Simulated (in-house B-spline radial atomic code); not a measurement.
Radial electron density of Bi⁴⁺, [Xe] 4f14 5d10 6s1. Computed with a B-spline radial code for spherical atoms: scalar-relativistic (X2C) B97-1, spin-polarised, spherical fractional occupations, Fermi nucleus of rms radius 5.5211 fm.

One-electron X2C: radii and densities carry no picture-change correction, so inner-shell <1/r> comes out high (for 1s by about 2 % at Z = 33, 5 % at 54, 10 % at 75, 30 % at 118) and <r> low.

Columns: r (bohr), 4πr²n(r) (electrons per bohr), bar.

```
0.000241    3.552 #
  0.0003    4.765 #
0.000373    6.348 ##
0.000464    8.422 ##
0.000577    11.12 ###
0.000717    14.58 ####
0.000892    19.05 #####
 0.00111    24.73 #######
 0.00138     31.8 #########
 0.00172    40.57 ###########
 0.00213    50.75 ##############
 0.00266    63.02 ##################
  0.0033    76.22 #####################
 0.00411    90.23 #########################
 0.00511    103.5 #############################
 0.00635    114.3 ################################
  0.0079    120.9 ##################################
 0.00983    121.7 ##################################
  0.0122    116.7 #################################
  0.0152    108.4 ##############################
  0.0189    102.5 #############################
  0.0235    105.3 #############################
  0.0293    120.5 ##################################
  0.0364    142.2 ########################################
  0.0453    157.1 ############################################
  0.0563    152.7 ###########################################
    0.07    133.5 #####################################
  0.0871    122.7 ##################################
   0.108    134.6 ######################################
   0.135    148.3 ##########################################
   0.168    130.3 ####################################
   0.208    95.28 ###########################
   0.259    85.07 ########################
   0.322    98.53 ############################
   0.401    92.36 ##########################
   0.499    60.85 #################
    0.62    35.86 ##########
   0.771    27.82 ########
   0.959    23.54 #######
    1.19    16.08 #####
    1.48    8.473 ##
    1.85     3.53 #
     2.3    1.205 
    2.86   0.3007 
    3.55   0.0498 
    4.42 0.004427 
    5.49 0.0001805 
    6.83 2.495e-06
```

On this grid the curve has 4 maxima, near 0.00983, 0.0453, 0.135, 0.322 bohr.

The 5d down radial function P(r) = rR(r), positive near the nucleus:

```csv
r (bohr),P
0.00511,0.001055
0.0079,0.003255
0.0122,0.009769
0.0189,0.02812
0.0293,0.07438
0.0453,0.1697
0.07,0.3055
0.108,0.3563
0.168,0.07941
0.259,-0.4234
0.401,-0.4062
0.62,0.4133
0.959,1.025
1.48,0.7744
2.3,0.2599
3.55,0.03121
```
